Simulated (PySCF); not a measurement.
## Zr⁺: ionisation energy

Zr⁺ [Kr] 4d2 5s1 (4F) → Zr²⁺ [Kr] 4d2 (3F), as a difference of total energies. Computed with PySCF 2.14 in aug-cc-pVDZ-PP with ECP28MDF (5s5p4d2f, 54 functions), with a scalar-relativistic core potential. Correlated levels: valence: 4s2 4p6 frozen. The calculations carry no spin-orbit coupling.

```csv
method,ionisation energy (eV),difference from reference (eV)
UHF,12.254,-0.876
LDA,13.638,+0.508
MN15,13.005,-0.125
MP2 (valence),12.442,-0.688
SCS-MP2 (valence),12.317,-0.813
```

Reference: 13.13 eV (measured; NIST Atomic Spectra Database, ionization energies).

The reference lies between the lowest fine-structure levels, while these numbers refer to the centres of the terms.

Errors of the correlated levels include the incompleteness of this basis and the frozen core.
